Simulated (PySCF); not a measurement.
**Cl- (chlorine, charge -1) across methods**

[Ar], closed-shell 1S. All numbers are calculated (PySCF 2.14, the non-relativistic Hamiltonian (point nucleus), in aug-cc-pV(T+d)Z (6s5p4d2f, 55 functions)). The B2PLYP total includes its PT2 part (frozen core); its orbital energies are those of the SCF part.

```
method  E (hartree)  mean ε 2p (eV)  mean ε 3s (eV)  mean ε 3p (eV)  Σ⟨r²⟩ (bohr²)   ⟨S²⟩
   LDA    -458.8031         -181.83         -11.207           0.114          40.07  0.000
 B3LYP    -460.3105         -187.76         -13.108          -0.784          39.62  0.000
M06-2X    -460.2743         -195.96         -15.447          -2.224          38.89  0.000
   UHF   -459.57348         -209.41         -19.960          -4.091          38.43  0.000
r2SCAN    -460.2573         -184.64         -11.948           0.014          39.09  0.000
  PBE0    -460.1371         -188.87         -13.540          -0.988          39.07  0.000
   M06    -460.2683         -189.64         -13.614          -0.922          38.83  0.000
B2PLYP    -460.1639         -196.69         -15.946          -2.136          39.03  0.000
```

Task: Estimate the same row for PBE.

Result: E (hartree) = -460.1006; mean ε 2p (eV) = -181.84; mean ε 3s (eV) = -11.165; mean ε 3p (eV) = 0.253; Σ⟨r²⟩ (bohr²) = 39.98; ⟨S²⟩ = 0.000.

The highest occupied level is positive at LDA, r2SCAN, PBE: only the finite basis holds that electron, which in a density functional comes from self-interaction.
